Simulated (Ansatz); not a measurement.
The cation of C3H8F2Si (`CC(C)[SiH](F)F`) at the neutral geometry.

```yaml
crystal:
  periodic: [false, false, false]
  atoms:
    - {symbol: C, position_ang: [-1.516357, -0.108463, -0.077453]}
    - {symbol: C, position_ang: [-0.089005, 0.049754, 0.445916]}
    - {symbol: C, position_ang: [0.644392, -1.290592, 0.511299]}
    - {symbol: Si, position_ang: [0.880820, 1.276234, -0.551186]}
    - {symbol: F, position_ang: [0.992294, 0.778385, -2.060423]}
    - {symbol: F, position_ang: [0.124095, 2.676639, -0.589352]}
    - {symbol: H, position_ang: [-1.520045, -0.509434, -1.094584]}
    - {symbol: H, position_ang: [-2.054782, 0.841624, -0.091539]}
    - {symbol: H, position_ang: [-2.080021, -0.803915, 0.551373]}
    - {symbol: H, position_ang: [-0.133323, 0.471127, 1.460230]}
    - {symbol: H, position_ang: [0.716567, -1.748018, -0.479250]}
    - {symbol: H, position_ang: [0.108246, -1.991162, 1.157789]}
    - {symbol: H, position_ang: [1.659319, -1.189568, 0.905620]}
    - {symbol: H, position_ang: [2.254999, 1.518188, -0.059638]}
basis:
  gaussian: {orbitals: def2-TZVPP}
total_charge: 1
magnetization: {spin_polarized: true, initial_magnetization: 1}
hamiltonian: {xc: {name: B3LYP}, dispersion: d4}
```

```sh
$ ansatz run in.yaml --threads 2 --pin off --events-out ev --progress --plain --backend cuda
```

Output, abridged:

```
Functional definition: B3LYP
1615 factors; their error is unknown
mean field evaluation 1: about -16527.9990 eV, gradient 7.6e1 eV
mean field evaluation 2: about -16480.0870 eV, gradient 1.3e2 eV
mean field evaluation 4: about -16550.9494 eV, gradient 7.7e0 eV
mean field evaluation 8: about -16551.2815 eV, gradient 2.1e-1 eV
mean field evaluation 16: about -16551.2920 eV, gradient 7.0e-3 eV
mean field -16551.29203753 eV, -608.2487635105 hartree, gradient 5.9e-5 eV, S^2 0.753776; 4 other end points of the search recorded, 0 dependent functions left out
reference -16551.29229705 eV, -608.2487730478 hartree; 29, 28 occupied and 280, 281 virtual orbitals, 1615 factors
Total energy: -16551.71693086 eV, -608.2643780526 hartree
```

Run time 10 s (2 threads of an AMD EPYC 7R13 on a shared host and a share of an NVIDIA H100 80 GB); peak host memory 0.91 GiB.
